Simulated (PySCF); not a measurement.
# In(3+) (indium, charge +3) across methods

[Kr] 4d10, closed-shell 1S. Computed with PySCF 2.14 in aug-cc-pwCVTZ-DK3, with scalar relativity by spin-free X2C-1e.

| method | E (hartree) | mean ε 4s (eV) | mean ε 4p (eV) | mean ε 4d (eV) | Σ⟨r²⟩ (bohr²) | ⟨S²⟩ |
| --- | --- | --- | --- | --- | --- | --- |
| UHF | -5876.24374 | -173.37 | -126.61 | -56.572 | 25.39 | 0.000 |
| PBE0 | -5878.47 | -155.53 | -112.78 | -50.356 | 25.52 | 0.000 |
| CAM-B3LYP | -5879.11 | -156.31 | -113.86 | -51.848 | 25.64 | 0.000 |
| LDA | -5872.90 | -149.08 | -107.81 | -48.134 | 25.67 | 0.000 |
| PW91 | -5879.25 | -149.20 | -107.81 | -47.968 | 25.63 | 0.000 |
| PBE | -5878.38 | -149.11 | -107.72 | -47.877 | 25.62 | 0.000 |
| M06-2X | -5879.33 | -160.15 | -116.99 | -52.958 | 25.51 | 0.000 |

(1) Estimate the same row for r2SCAN.

Results:

(1) E (hartree) = -5878.80; mean ε 4s (eV) = -152.26; mean ε 4p (eV) = -109.91; mean ε 4d (eV) = -48.324; Σ⟨r²⟩ (bohr²) = 25.47; ⟨S²⟩ = 0.000.
